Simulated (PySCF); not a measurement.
# Fe: ionisation energy

Fe [Ar] 3d6 4s2 (5D) → Fe⁺ [Ar] 3d6 4s1 (6D), as a difference of total energies. Computed with PySCF 2.14 in pcseg-2 (6s4p3d2f1g, 56 functions), with the non-relativistic Hamiltonian (point nucleus). Correlated levels: valence: [Ar] frozen. The calculations carry no spin-orbit coupling.

```csv
method,ionisation energy (eV),difference from reference (eV)
UHF,6.370,-1.534
BP86,7.888,-0.016
M06-2X,8.230,+0.326
MP2 (valence),7.348,-0.556
SCS-MP2 (valence),7.519,-0.385
```

Reference: 7.904 eV (measured; NIST levels, between the centres of gravity of the two terms).

These non-relativistic numbers lack the scalar-relativistic shift.

Errors of the correlated levels include the incompleteness of this basis and the frozen core.

MP2 underrates the near-degeneracy of ns² with np² in the lower species.
